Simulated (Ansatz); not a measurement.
Molecule: C₇H₁₃, charge 0, multiplicity 2. It need not be the lowest isomer of its formula. 
Structure (B3LYP-D3(BJ)/def2-TZVP (Ansatz, a program for electronic structure) minimum search):
SMILES: C[C]1CC[C@@H](C)C1
```xyz
20

C     -2.5114    -0.3280    -0.5959
C     -1.1893    -0.3152     0.1557
C     -0.7538     1.0733     0.6528
C      0.7515     0.9315     0.9386
C      1.1983    -0.1637     0.0190
C      2.6133    -0.4201    -0.3390
C      0.0258    -0.7837    -0.6667
H     -2.7645    -1.3331    -0.9405
H     -2.4627     0.3231    -1.4730
H     -3.3310     0.0233     0.0351
H     -1.2727    -0.9742     1.0276
H     -1.3296     1.4118     1.5157
H     -0.9091     1.8022    -0.1491
H      0.9282     0.6623     1.9912
H      1.2996     1.8681     0.7795
H      3.2850    -0.2264     0.5021
H      2.9549     0.2255    -1.1647
H      2.7688    -1.4515    -0.6666
H     -0.0691    -0.4216    -1.7061
H      0.0958    -1.8748    -0.7387
```
Charge 0, spin multiplicity 2.

Total electronic energies in hartree. Valence correlation only, unless marked. Open shells are spin-unrestricted. Spin-orbit coupling is left out. No relativistic terms. CBS marks a two-point X^-3 extrapolation of the correlation energy; Hartree-Fock from the larger set. [CCSD(T)-MP2]/basis is that difference in the basis named.

```json
[
 {"level": "HF/STO-3G", "program": "Ansatz", "energy (Eh)": "-269.42291"},
 {"level": "HF/cc-pVDZ", "program": "Ansatz", "energy (Eh)": "-272.63393"},
 {"level": "PBE-D3(BJ)/def2-TZVPD", "program": "Ansatz + dftd3", "energy (Eh)": "-274.25040"},
 {"level": "PBE0/STO-3G", "program": "Ansatz", "energy (Eh)": "-270.96316"},
 {"level": "PBE0-D3(BJ)/def2-TZVP", "program": "Ansatz + dftd3", "energy (Eh)": "-274.30148"},
 {"level": "PBE0-D4/def2-TZVP", "program": "Ansatz + dftd4", "energy (Eh)": "-274.30056"},
 {"level": "PBE0-D4/def2-TZVPD", "program": "Ansatz + dftd4", "energy (Eh)": "-274.30121"},
 {"level": "PBE0/def2-TZVPD", "program": "Ansatz", "energy (Eh)": "-274.28710"},
 {"level": "PBE0/def2-QZVPP", "program": "Ansatz", "energy (Eh)": "-274.30568"},
 {"level": "r2SCAN0/def2-TZVPD", "program": "Ansatz", "energy (Eh)": "-274.43640"},
 {"level": "CAM-B3LYP-D3(BJ)/def2-TZVPD", "program": "Ansatz + dftd3", "energy (Eh)": "-274.47209"},
 {"level": "LC-wPBE/def2-TZVPD", "program": "Ansatz", "energy (Eh)": "-274.45821"},
 {"level": "B2GP-PLYP/def2-TZVPD", "program": "Ansatz", "energy (Eh)": "-274.29097"},
 {"level": "B2PLYP-D4/def2-TZVPD", "program": "Ansatz + dftd4", "energy (Eh)": "-274.35758"},
 {"level": "MP2/6-31G", "program": "Ansatz", "energy (Eh)": "-273.11897"},
 {"level": "MP2/6-31G*", "program": "Ansatz", "energy (Eh)": "-273.50527"},
 {"level": "RI-MP2/cc-pVQZ", "program": "Ansatz", "energy (Eh)": "-273.97397"},
 {"level": "RI-MP2/CBS(cc-pVTZ,cc-pVQZ)", "program": "Ansatz", "energy (Eh)": "-274.0270"},
 {"level": "SCS-MP2/cc-pVTZ", "program": "Ansatz", "energy (Eh)": "-273.88731"},
 {"level": "CCSD/STO-3G", "program": "Ansatz", "energy (Eh)": "-269.87288"},
 {"level": "CCSD/6-31G", "program": "Ansatz", "energy (Eh)": "-273.20007"},
 {"level": "CCSD(T)/cc-pVTZ", "program": "Ansatz", "energy (Eh)": "-274.00812"},
 {"level": "RI-MP2/CBS(cc-pVTZ,cc-pVQZ)+[CCSD(T)-MP2]/cc-pVTZ", "program": "Ansatz", "energy (Eh)": "-274.1501"}
]
```

Totals of different functionals don't rank their quality; only differences between species are comparable.
